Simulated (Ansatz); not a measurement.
CH2N2Si, SMILES `[C-]#[N+][Si]N` (lower singlet) (charge 0, multiplicity 1). This singlet lies 2.42 eV below the relaxed triplet at the level frozen-core CCSD(T)/cc-pVTZ // PBE0-D3(BJ)/def2-TZVP (Ansatz, an electronic-structure program).

Calculation: Ansatz with frozen-core CCSD(T)/cc-pVDZ // PBE0-D3(BJ)/def2-TZVP.

Ansatz 0.2 input:
```yaml
crystal:
  periodic: [false, false, false]
  atoms:
    - { symbol: C, position_ang: [2.525729, -0.511742, -0.032169] }
    - { symbol: N, position_ang: [1.483708, 0.029875, -0.030074] }
    - { symbol: Si, position_ang: [0.128456, 1.180964, -0.042482] }
    - { symbol: N, position_ang: [-1.100135, 0.012187, 0.021146] }
    - { symbol: H, position_ang: [-0.964744, -0.987609, 0.052328] }
    - { symbol: H, position_ang: [-2.073014, 0.276325, 0.03125] }
basis:
  gaussian: { orbitals: cc-pVDZ }
correlation:
  method: ccsd_t
```

Output:

```
Functional definition: HF
677 factors; integrals over basis functions are off by at most 1.4e-3 eV
mean field evaluation 1: about -11885.2074 eV, gradient 3.4e1 eV
mean field evaluation 2: about -11885.3164 eV, gradient 3.4e1 eV
mean field evaluation 4: about -11887.9718 eV, gradient 3.6e0 eV
mean field evaluation 8: about -11888.0194 eV, gradient 8.4e-2 eV
mean field evaluation 16: about -11887.0593 eV, gradient 2.0e1 eV
mean field -11888.01941041 eV, -436.8766553434 hartree, gradient 1.6e-6 eV, S^2 0.000000; 0 other end points of the search recorded, 0 dependent functions left out
8 core orbitals not correlated
reference -11888.01941041 eV, -436.8766553434 hartree; 10, 10 occupied and 52, 52 virtual orbitals, 677 factors
second order -13.88395358 eV of doubles, -0.00000000 eV of singles
cycle   1  -14.12462299 eV  change   -2.4e-1 eV  update   1.1e-1
cycle   2  -14.60426861 eV  change   -4.8e-1 eV  update   3.6e-2
cycle   3  -14.73545274 eV  change   -1.3e-1 eV  update   2.0e-2
cycle   4  -14.72545475 eV  change    1.0e-2 eV  update   5.2e-3
cycle   5  -14.72606757 eV  change   -6.1e-4 eV  update   2.7e-3
cycle   6  -14.72670172 eV  change   -6.3e-4 eV  update   9.2e-4
cycle   7  -14.72631425 eV  change    3.9e-4 eV  update   4.1e-4
cycle   8  -14.72624906 eV  change    6.5e-5 eV  update   1.2e-4
cycle   9  -14.72624784 eV  change    1.2e-6 eV  update   4.2e-5
cycle  10  -14.72623503 eV  change    1.3e-5 eV  update   1.5e-5
perturbative correction -0.55948246 eV, -0.0205606013 hartree
Total energy: -11903.30512790 eV, -437.4383951005 hartree
```
